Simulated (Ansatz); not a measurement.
The input (input.yaml):

```yaml
crystal:
  periodic: [false, false, false]
  atoms:
    - { symbol: Ga, position_ang: [-0.36485, 0.48213, -1.66815] }
    - { symbol: S, position_ang: [-0.15714, -1.65303, -0.88603] }
    - { symbol: C, position_ang: [0.6021, -0.87175, 0.53133] }
    - { symbol: C, position_ang: [-0.17234, 0.07368, 1.35579] }
    - { symbol: S, position_ang: [1.09199, 0.89968, 0.35922] }
    - { symbol: H, position_ang: [-1.67606, 1.26183, -1.31548] }
    - { symbol: H, position_ang: [0.50418, 0.90149, -2.88341] }
    - { symbol: H, position_ang: [-0.02677, -3.02038, -0.75276] }
    - { symbol: H, position_ang: [0.02485, 0.12009, 2.41964] }
    - { symbol: H, position_ang: [-1.20591, 0.26969, 1.07054] }
basis:
  gaussian: { orbitals: def2-SVP }
hamiltonian:
  xc: b3lyp
relax:
  f_tol: 0.02
  max_steps: 50
```

Command:

```bash
$ ansatz run input.yaml --threads 2 --pin off --max-ram 3072MiB --backend cpu --events-out ev --progress --plain --runs-dir out
```

Hardware: 2 threads of Arm Neoverse V2, on a shared host.

Task: Roughly how long does this run take, and how much memory?

Result: 53 s, with a peak of 0.32 GiB, for 13 ionic steps.
